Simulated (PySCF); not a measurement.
C3H8O3S.
Bonds: C1–C2, C2–C3, C3–S4, S4–O5 (double), S4–O6 (double), S4–O7. Hydrogens: H8, H9, H10 on C1; H11, H12 on C2; H13, H14 on C3; H15 on O7.

The same species was optimised twice, with GFN2-xTB and with PBE0-D3(BJ)/def2-SVP (PySCF), and the same property calculations (PySCF, gas phase) were run on both structures.

| coordinate | GFN2-xTB | PBE0-D3(BJ)/def2-SVP | change |
| --- | --- | --- | --- |
| S4=O6 (Å) | 1.432 | 1.455 | +0.023 |
| S4=O5 (Å) | 1.426 | 1.446 | +0.020 |
| C3–S4 (Å) | 1.801 | 1.787 | -0.014 |
| C2–C3 (Å) | 1.516 | 1.523 | +0.007 |
| S4–O7 (Å) | 1.625 | 1.629 | +0.004 |
| C1–C2 (Å) | 1.524 | 1.521 | -0.003 |
| C2–C3–S4 (°) | 107.9 | 111.9 | +4.0 |
| C1–C2–C3 (°) | 111.4 | 115.0 | +3.6 |
| O5–S4–O6 (°) | 118.3 | 121.7 | +3.4 |
| C3–S4–O6 (°) | 110.8 | 108.8 | -2.0 |
| C3–S4–O5 (°) | 111.7 | 109.9 | -1.8 |
| O5–S4–O7 (°) | 108.5 | 107.0 | -1.5 |
| C3–S4–O7 (°) | 99.3 | 100.8 | +1.5 |
| O6–S4–O7 (°) | 106.5 | 106.7 | +0.2 |
| C1–C2–C3–S4 (°) | 72 | 67 | -5 |
| C2–C3–S4–O5 (°) | -82 | -77 | +5 |

Rotational constants: A = 3956, B = 1640, C = 1553 MHz (GFN2-xTB) against A = 3917, B = 1585, C = 1506 MHz (PBE0-D3(BJ)/def2-SVP). Point groups within 0.08 Å: C1 and C1.

On the GFN2-xTB structure: HOMO (eV) -8.82 [PBE0/pcSseg-1]; LUMO (eV) 0.91 [PBE0/pcSseg-1]; dipole (D) 3.27 [PBE0/pcSseg-1]; GIAO shielding of C1 (ppm) 172.0 [PBE0/pcSseg-1]; GIAO shielding of C2 (ppm) 167.4 [PBE0/pcSseg-1]; GIAO shielding of C3 (ppm) 125.2 [PBE0/pcSseg-1]; GIAO shielding of S4 (ppm) 177.7 [PBE0/pcSseg-1]; GIAO shielding of O5/O6 (mean) (ppm) 94.9 [PBE0/pcSseg-1]; GIAO shielding of O7 (ppm) 126.6 [PBE0/pcSseg-1].

Task: What do these properties become on the PBE0-D3(BJ)/def2-SVP structure?

Result: 
```tsv
property	level	on GFN2-xTB	on PBE0-D3(BJ)/def2-SVP	change
HOMO (eV)	PBE0/pcSseg-1	-8.82	-8.94	-0.12
LUMO (eV)	PBE0/pcSseg-1	0.91	0.76	-0.15
dipole (D)	PBE0/pcSseg-1	3.27	3.76	+0.49
energy, GFN2-xTB geometry as zero (kcal/mol)	PBE0/pcSseg-1	0.0	-3.5	-3.5
GIAO shielding of C1 (ppm)	PBE0/pcSseg-1	172.0	170.5	-1.5
GIAO shielding of C2 (ppm)	PBE0/pcSseg-1	167.4	165.1	-2.3
GIAO shielding of C3 (ppm)	PBE0/pcSseg-1	125.2	123.7	-1.5
GIAO shielding of S4 (ppm)	PBE0/pcSseg-1	177.7	163.7	-14.0
GIAO shielding of O5/O6 (mean) (ppm)	PBE0/pcSseg-1	94.9	85.4	-9.5
GIAO shielding of O7 (ppm)	PBE0/pcSseg-1	126.6	113.8	-12.8
```

The heavy atoms differ by 0.057 Å rms after alignment. Among bonds between heavy atoms S4=O6 changes most (+0.023 Å). Changes are differences of the printed values. Neither structure is proved a minimum here.

Shape of the structure used: `[CH3:1][CH2:2][CH2:3][S:4](=[O:5])(=[O:6])[OH:7]`: C1–C2–C3–S4 67°, C2–C3–S4–O5 -77°, H–O7–S4–C3 -110°.
